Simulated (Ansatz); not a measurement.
Consider the redistribution: `CO[SiH](F)[O][GeH3]` + `C=C[SiH](N)Cl` → `F[SiH2][O][GeH3]` + `C=C[Si](N)(Cl)OC`.

Program: Ansatz. Geometries: PBE0-D4/def2-TZVP. ΔE: electronic, gas phase. CCSD(T)/CBS is the MP2 limit (def2-TZVPP, def2-QZVPP) plus CCSD(T) − MP2 in def2-TZVPP, frozen cores. Functionals use def2-TZVPP. B3LYP here is the variant with VWN-RPA as its local correlation; programs differ in this. For Ge outer-core shells are correlated without core-valence functions, which leaves a few kJ/mol of doubt a bond. Scalar relativity is left out up to krypton. Each species was taken in one conformer, which may not be the lowest.

**Question.** Is it downhill or uphill in electronic energy at CCSD(T)/CBS, and by how much? (Estimate.)

**Answer.** Computed: Uphill: ΔE = +3.4 kcal/mol.

**Question.** What do these levels give: PBE-D4, r2SCAN-D4, PBE0-D4, B3LYP-D4, MP2/def2-TZVPP, HF/def2-QZVPP? (Estimate.)

**Answer.** Computed: PBE-D4 3.3, r2SCAN-D4 3.6, PBE0-D4 3.5, B3LYP-D4 3.2, MP2/def2-TZVPP 2.9, HF/def2-QZVPP 4.5 kcal/mol.

Largest T1 diagnostic among the species: 0.012.

The D4 term adds −0.8 kcal/mol with B3LYP and −0.5 kcal/mol with PBE0; it sums over pairs of atoms, weighted by their polarisabilities, and B3LYP, whose exchange is more repulsive, gets the larger term. In def2-TZVPP, CCSD(T) changes the Hartree–Fock value by −1.2 kcal/mol (the triples alone add −0.2 kcal/mol) and MP2 by −1.6 kcal/mol.
